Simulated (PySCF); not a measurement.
BH5O4Ti, multiplicity 1.

```xyz
11

O      1.3425     0.7458     0.0693
Ti    -0.3165    -0.0369    -0.0270
O     -0.1030    -1.8048    -0.0930
H     -0.1647    -2.5123     0.5598
O     -1.1535     0.5113    -1.5058
H     -1.3984     0.0434    -2.3133
O     -1.2394     0.4044     1.4372
H     -2.0539     0.9105     1.5459
B      2.6607     0.5287     0.2030
H      3.4153     1.4829     0.2245
H      3.0880    -0.6093     0.3008
```

Coordinates come from a r2SCAN-D4/def2-SVP optimisation. The spin state was assumed, not searched. The values are those of a single conformer.

These are KT2/pcSseg-1 (PySCF) values and carry that method's errors. Non-relativistic, no solvent.

Computed absolute GIAO shielding of each atom: isotropic value and principal components (ppm):
| atom | σ(iso) | σ11 | σ22 | σ33 | span |
|---|---|---|---|---|---|
| O1 | -133.8 | -286.1 | -66.9 | -48.5 | 237.7 |
| Ti2 | -269.1 | -334.5 | -294.8 | -177.9 | 156.6 |
| O3 | -7.6 | -328.7 | 2.4 | 303.4 | 632.1 |
| H4 | 23.7 | 16.4 | 24.4 | 30.5 | 14.1 |
| O5 | -20.0 | -344.1 | -6.3 | 290.4 | 634.5 |
| H6 | 23.2 | 15.7 | 24.5 | 29.4 | 13.6 |
| O7 | -20.0 | -354.1 | 15.6 | 278.5 | 632.6 |
| H8 | 23.2 | 15.7 | 24.6 | 29.1 | 13.4 |
| B9 | 53.1 | 16.8 | 53.2 | 89.4 | 72.7 |
| H10 | 25.8 | 25.0 | 25.8 | 26.4 | 1.4 |
| H11 | 25.5 | 24.7 | 25.7 | 25.9 | 1.2 |
